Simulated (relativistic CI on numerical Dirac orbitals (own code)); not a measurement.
## Sensitivity of the levels of Ru⁴⁺ to α and to the nuclear radius

Calculated at this level of theory: Dirac-Coulomb-Breit CI, KLI orbitals optimised for each configuration, valence Slater integrals scaled by 0.85, P86 correlation energy added to each configuration, derivatives by finite differences, QED left out (own radial code, finite nucleus).

Configurations in the expansion (outside the closed core [Kr]): 4d4, 4d3.5s, 4d3.4f, 4d3.5p, 4d2.5s2, 4d3.5d, 4d2.5s.5p, 4d2.5p2. Levels of other configurations are missing.

With x = (α/α₀)² − 1 an excitation energy changes as ω = ω₀ + qx; K = 2q/ω₀ is the relative enhancement. Terms are leading LS components, so labels can repeat. The field-shift factor is F = δν/δ⟨r²⟩ for the transition from the lowest level.

Lowest level 4d4 5D_0.

| Level | ω₀ (cm⁻¹) | q (cm⁻¹) | K | F (GHz/fm²) |
| --- | --- | --- | --- | --- |
| 4d4 5D_1 | 476.3 | 677.9 | 2.85 | 0.00744 |
| 4d4 5D_2 | 1275.4 | 1615 | 2.53 | 0.0187 |
| 4d4 5D_3 | 2274.8 | 2590 | 2.28 | 0.0316 |
| 4d4 5D_4 | 3403.8 | 3529 | 2.07 | 0.0454 |
| 4d4 3P_0 | 16580.5 | -1301 | -0.157 | 0.154 |
| 4d4 3H_4 | 17234.0 | 360.8 | 0.0419 | 0.0718 |
| 4d4 3H_5 | 18347.7 | 1922 | 0.21 | 0.089 |
| 4d4 3P_1 | 18944.5 | 1189 | 0.126 | 0.196 |
| 4d4 3H_6 | 19248.4 | 2789 | 0.29 | 0.0994 |
| 4d4 3F_3 | 19983.9 | 880.9 | 0.0882 | 0.123 |
| 4d4 3F_2 | 20302.2 | 1479 | 0.146 | 0.15 |
| 4d4 3F_4 | 20722.4 | 2308 | 0.223 | 0.14 |
| 4d4 3P_2 | 22183.9 | 3761 | 0.339 | 0.234 |
| 4d4 3G_3 | 22947.6 | 3342 | 0.291 | 0.149 |
| 4d4 3G_4 | 23381.9 | 2951 | 0.252 | 0.137 |
| 4d4 3G_5 | 24115.2 | 4189 | 0.347 | 0.143 |
| 4d4 1I_6 | 27518.0 | 3286 | 0.239 | 0.124 |
| 4d4 3D_3 | 28126.2 | 2022 | 0.144 | 0.151 |
| 4d4 3D_2 | 28388.5 | 2361 | 0.166 | 0.169 |
| 4d4 3D_1 | 28977.3 | 3180 | 0.219 | 0.167 |
| 4d4 1G_4 | 29788.8 | 4857 | 0.326 | 0.172 |
| 4d4 1S_0 | 33429.3 | 3675 | 0.22 | 0.172 |
| 4d4 1D_2 | 34694.6 | 3432 | 0.198 | 0.329 |

At this charge configurations can still be misplaced by up to about 7 % of their energy.
